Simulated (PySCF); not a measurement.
NMR parameters from quadrupole coupling constants

Species: isopropyl methacrylate, C7H12O2.
Z-matrix (Å and degrees, PBE0-D3(BJ)/def2-SVP geometry), rows numbered from 1:
```
C 
C   1  1.3385
C   2  1.4965  1  124.55
C   2  1.4961  1  116.78  3   179.87
O   4  1.2065  2  125.15  1     0.64
O   4  1.3385  2  111.24  1  -179.37
C   6  1.4372  4  117.52  2   179.88
C   7  1.5161  6  109.60  4   -82.23
C   7  1.5124  6  106.34  4   154.49
H   1  1.0928  2  121.43  3     0.13
H   1  1.0925  2  119.81  3  -179.92
H   3  1.1008  2  110.96  1   121.28
H   3  1.0985  2  110.97  1     0.17
H   3  1.1009  2  110.96  1  -120.87
H   7  1.1017  6  107.28  4    36.07
H   8  1.1001  7  110.24  6  -178.97
H   8  1.0987  7  110.49  6    61.57
H   8  1.1010  7  110.52  6   -59.23
H   9  1.1008  7  110.68  6    61.64
H   9  1.0995  7  110.77  6   -58.54
H   9  1.0997  7  110.25  6  -178.51
```

Computed at PBE0/pcSseg-1 (PySCF, non-relativistic):

```json
{"atom": "O5", "environment": "ester carbonyl oxygen", "nucleus": "17O", "spin I": "5/2", "Q (b)": "-0.0256", "CQ = χzz (MHz)": "9.298", "η": "0.074"}
{"atom": "O6", "environment": "ester single-bonded oxygen", "nucleus": "17O", "spin I": "5/2", "Q (b)": "-0.0256", "CQ = χzz (MHz)": "-9.863", "η": "0.338"}
```

PQ = |CQ|√(1 + η²/3), νQ = 3|CQ|/[2I(2I − 1)], ν0 = |g|·7.62259 MHz/T·B with g(17O) = −0.75752: values at 18.8 T?

```json
{"atom": "O5", "PQ (MHz)": "9.307", "νQ (MHz)": "1.395", "ν0 (MHz)": "108.56", "νQ/ν0": "0.013"}
{"atom": "O6", "PQ (MHz)": "10.05", "νQ (MHz)": "1.479", "ν0 (MHz)": "108.56", "νQ/ν0": "0.014"}
```

For O5: PQ = 9.298 × 1.0009, νQ = 9.298 × 0.1500, ν0 = 5.7742 MHz/T × 18.8 T.

For half-integer spins with νQ below a tenth of ν0, find the second-order shift of the centre of gravity of the central transition at 18.8, 23.5 and 28.2 T.

From −(3/40)(PQ/ν0)²[I(I + 1) − 3/4]/[I(2I − 1)]², which goes as 1/B² (ppm):

| site | 18.8 T | 23.5 T | 28.2 T |
| --- | --- | --- | --- |
| 17O at O5 | -44.1 | -28.2 | -19.6 |
| 17O at O6 | -51.4 | -32.9 | -22.9 |

In the extreme-narrowing limit, with isotropic tumbling and one correlation time, the quadrupolar linewidth goes as PQ². What relative widths follow for the 17O sites?

O6 1, O5 0.86, with O6 as 1.

Quadrupolar 1/T1 and linewidth for τc = 10 ps (extreme narrowing, isotropic tumbling)?

Rate = (3π²/10) PQ² τc (2I + 3)/[I²(2I − 1)], the same for T1 and T2; width = rate/π.

```tsv
site	spin factor (2I + 3)/[I²(2I − 1)]	1/T1 (s⁻¹)	T1 (ms)	linewidth (Hz)
17O at O5	0.320	821	1.22	261
17O at O6	0.320	957	1.05	305
```

The couplings are those of the rigid, isolated species; surroundings and motion change them. With a basis this small, the couplings can be 20 % off.

One conformer stands for the species.
